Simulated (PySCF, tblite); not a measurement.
Compound: C₃H₁₂B₂N₂.
Cartesian coordinates in Å at the GFN2-xTB level; atoms count from 1:
```
atom  x, y, z in Å
B1     1.237   -1.131   -0.310
N2     2.394   -0.175    0.203
B3     1.354    1.025    0.173
N4     0.191    0.071   -0.356
C5    -1.017   -0.037    0.416
C6    -2.179    0.862    0.121
C7    -2.256   -0.604   -0.208
H8     1.461   -1.562   -1.394
H9     0.938   -1.946    0.500
H10    3.178   -0.076   -0.428
H11    2.758   -0.401    1.119
H12    1.123    1.444    1.258
H13    1.649    1.850   -0.630
H14   -0.069    0.299   -1.308
H15   -0.814   -0.280    1.450
H16   -2.766    1.238    0.943
H17   -2.082    1.562   -0.696
H18   -2.213   -0.894   -1.247
H19   -2.898   -1.234    0.388
```

Jobs on this species (19 atoms, 54 electrons) with PySCF (density fitting) and tblite. Hardware of each: one thread, Arm Neoverse N1 (aarch64), no GPU (shared host). The host was shared with other jobs, so the times are rough.

| level and settings | work | basis functions | SCF cycles | wall time |
| --- | --- | --- | --- | --- |
| PBE0/pcSseg-1 | shieldings, ring-centre shieldings, charges and field gradients, density and orbital grids written | 179 | ? | ? |
| GFN2-xTB | L-BFGS relaxation | – | – | 0.71 s |
| GFN2-xTB | Hessian by finite differences | – | – | 0.91 s |

**Question.** Fill in the missing figures.

**Answer.** 
- PBE0/pcSseg-1; shieldings, ring-centre shieldings, charges and field gradients, density and orbital grids written: 60 s, 13 SCF cycles

**Question.** What do all jobs in the table cost together?

**Answer.** About 62 s; the longest takes about 97 % of that, and about 85 times as long as the shortest.
